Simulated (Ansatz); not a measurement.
Cost and result up the ladder for the cluster K2Se (3 atoms). Charge 0, multiplicity 1. Geometry: r2SCAN-D4/def2-TZVP.

```xyz
3

K     0.316   -2.731   -0.582
K     0.037    2.701    0.776
Se   -0.354    0.030   -0.194
```

Ansatz on 4 threads of Intel Xeon on a shared host. Times are rough, and most runs start from the orbitals of an earlier one. PBE0-D4/def2-TZVPD serves as the yardstick here, not as an exact answer. Differences are given only for rows in sets of like size (and for xTB, whose basis is part of the method), since another set adds its own error. Binding counts from free atoms at the same level (K doublet, Se triplet; other spins of the atoms weren't run), without zero-point energy or a counterpoise term.

Correlated methods freeze 19 core orbitals; core or outer-core shells of K, Se are correlated, in sets that lack core-valence functions. The structure comes from a short search, and lower isomers may exist.

Correlated methods converge slowly with the basis.

```
                         level  functions  wall time  binding energy per atom (eV)  difference from PBE0-D4/def2-TZVPD (eV)
               PBE-D4/def2-SVP         80      1.5 s                          1.50                                        –
              PBE-D4/def2-TZVP        114      1.9 s                          1.55                                     0.03
              PBE0-D4/def2-SVP         80      1.9 s                          1.46                                        –
           revPBE-D4/def2-TZVP        114        2 s                          1.48                                    -0.04
                 MP2/def2-TZVP        114      2.2 s                          1.47                                    -0.05
             BLYP-D4/def2-TZVP        114      2.3 s                          1.49                                    -0.03
             RPA@PBE/def2-TZVP        114      3.6 s                          1.24                                    -0.28
             PBE0-D4/def2-TZVP        114      3.6 s                          1.51                                    -0.01
            PBE0-D4/def2-TZVPD        129      3.7 s                          1.52                                     0.00
          r2SCAN-D4/def2-TZVPD        129        4 s                          1.59                                     0.07
            PBE-QIDH/def2-TZVP        114      4.6 s                          1.50                                    -0.02
            CCSD(T)/def2-TZVPP        114        7 s                          1.42                                    -0.10
            CCSD(T)/def2-TZVPD        129      8.5 s                          1.45                                    -0.07
B2PLYP/def2-TZVP (with forces)        114        9 s                          1.47                                    -0.05
```
